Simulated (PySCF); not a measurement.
BH₃O₃. Atoms are numbered in the order given.

```xyz
7

O     -0.6153    -1.2379     0.0000
B     -0.0330    -0.0107     0.0000
O      1.3396     0.0596     0.0000
O     -0.8693     1.0684     0.0000
H      0.0484    -1.9332     0.0000
H      1.7062     0.9462     0.0000
H     -0.4297     1.9203     0.0000
```
Charge 0, spin multiplicity 1.

Coordinates come from a PBE0-D3(BJ)/def2-SVP optimisation. Other conformers were not sampled.

Method: r2SCAN/def2-TZVPD (PySCF).

Symmetry labels are those of the subgroup Cs that the program uses (full group Cs).

Computed valence orbital energies around the gap with their symmetry:
```csv
orbital,symmetry,energy (eV)
HOMO−7,A',-14.43
HOMO−6,A',-12.60
HOMO−5,A',-10.85
HOMO−4,A",-10.33
HOMO−3,A',-9.21
HOMO−2,A',-8.64
HOMO−1,A",-8.18
HOMO,A",-7.93
LUMO,A',-0.59
LUMO+1,A',0.76
LUMO+2,A',1.16
LUMO+3,A",1.76
```
